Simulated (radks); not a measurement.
Results of a calculation; reference values are marked as such.
Problem. The table gives one normalised radial function P(r) = r R(r) of Zr0.5+ in [Kr] 4d(up 1, down 1) 5s(up 1, down 0.5) (r in bohr). Code: a radial shooting solver on a logarithmic mesh with Libxc functionals. Model: scalar-relativistic Kohn-Sham, r2SCAN, spin-polarised, spherical densities, finite nucleus; meta-GGA in the generalised Kohn-Sham scheme; Fermi nuclear charge, rms radius 4.2694 fm.

r         P
0.004615   0.0345
0.007165   0.0470
0.01104    0.0594
0.01714    0.0665
0.0264     0.0576
0.04099    0.0192
0.06313   -0.0485
0.09803   -0.1078
0.151     -0.0721
0.2344     0.0847
0.3611     0.1682
0.5607    -0.0335
0.8637    -0.2750
1.341     -0.0923
2.066      0.3771
3.207      0.5958
4.941      0.3779
7.671      0.0926
11.82      0.0071

Which n and l does it have? It may be an empty orbital.

Solution. n = 5, l = 0: the number of nodes gives n - l - 1 = 4, the rise at small r (about r^(l+1), flatter next to the nucleus through relativity) gives l, and the extent must fit the shell. The curve is that of 5s down; the table hardly tells the two spins apart. 5s down: eigenvalue -6.777 eV, 4 radial nodes at r = 0.0471, 0.189, 0.534, 1.47 bohr, <r> = 3.63 bohr, 90 % of the charge inside 5.33 bohr.
